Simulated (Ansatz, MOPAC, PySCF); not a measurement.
Dimer: GaH3O (SMILES [OH][GaH2]) (first 5 atoms) with H2O (SMILES O); geometry from B3LYP-D3(BJ)/def2-TZVP, rigid monomers moved along the line of their centres of mass till H3···O6 is 1.75 Å.
(charge 0, multiplicity 1):
```xyz
8

O     -0.4482    -0.9819     1.0283
Ga     0.3858    -0.3830    -0.4381
H     -0.3631    -0.4026     1.8023
H      0.2403    -1.3218    -1.6765
H      1.1604     0.9772    -0.3617
O     -0.2882     0.5466     3.2687
H      0.0855    -0.0088     3.9618
H     -1.1929     0.7320     3.5436
```

Monomers are frozen at their geometry in the pair; levels with a basis set take the counterpoise correction. Rows marked so take none.

Rows in 6-31G* carry no dispersion term and start afresh at each structure (6-31G* with six Cartesian d functions); the Pople sets are all-electron and without relativity. The state that PM7 reach isn't checked; PM7 holds dispersion and hydrogen-bond terms.

The values were computed with Ansatz (a first-principles code) with Gaussian orbitals; MOPAC for PM7 (differences of heats of formation); PySCF for 6-31G* rows. 

Q: One of these levels gives -189.3 meV for the interaction energy. Which?
A. PM7
B. HF/6-31G* (no counterpoise)
C. HF/aug-cc-pVDZ
D. r2SCAN/def2-TZVPPD

A: D, r2SCAN/def2-TZVPPD. The others give -226.0 (PM7), -173.1 (HF/6-31G* (no counterpoise)), -46.3 (HF/aug-cc-pVDZ)
